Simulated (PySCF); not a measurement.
H₉N₃Si₃, charge +1, doublet, geometry from GFN2-xTB (a state made from the parent by changing its charge; the spin is typed, not shown lowest), with bond 11-3 at 1.6 times its length. Base run: PBE/3-21G in PySCF.

The PySCF input:
```python
from pyscf import gto, scf, dft

mol = gto.Mole()
mol.atom = '''
    Si    1.713852   -0.427557   -0.492838
    N     0.475350   -1.548254   -0.017183
    Si   -1.175647   -1.325423    0.473383
    N    -1.513695    0.377624    0.435281
    Si   -0.538205    1.752980    0.019455
    N     1.038346    1.170630   -0.418097
    H     2.062800   -0.705453   -1.887423
    H     2.796093   -0.506702    0.490192
    H     0.771271   -2.512096   -0.027880
    H    -2.033168   -1.978210   -0.517770
    H    -1.374412   -2.051882    2.691721
    H    -2.456024    0.612708    0.706258
    H    -0.396279    2.584287    1.216386
    H    -1.129572    2.385537   -1.161229
    H     1.684753    1.899389   -0.678378
'''
mol.basis = '3-21g'
mol.charge = 1
mol.spin = 1
mol.verbose = 4
mol.build()

mf = dft.UKS(mol)
mf.xc = 'pbe'
mf.kernel()
mf.analyze()
```

The base run was repeated with changes; each row names its change, and settings that it needs were set with it.

| change | ΔE vs base (mEh) | outcome |
|---|---|---|
| base | 0.000 | converged |
| diis = off (with mf.max_cycle = 100) | - | not converged |
| diis = off; damp = 0.3 (with mf.diis_start_cycle = 200; with mf.max_cycle = 150) | - | not converged |
| conv_tol = 1e-7 | 0.001 | converged |
| init_guess = atom | - | not converged |
| init_guess = 1e | - | not converged |
| init_guess = vsap | - | not converged |
| conv_tol = 1e-4 | - | not converged |
| DIIS = ADIIS | - | not converged |
| damp = 0.5; diis_start_cycle = 5 | 0.000 | converged |
| level_shift = 0.3 (with mf.max_cycle = 100) | - | not converged |
| conv_tol_grad = 1e-7 | 0.000 | converged |

Open shells are given as the SCF converged; they aren't shown to be the lowest states, and a large step between rows can be another state.
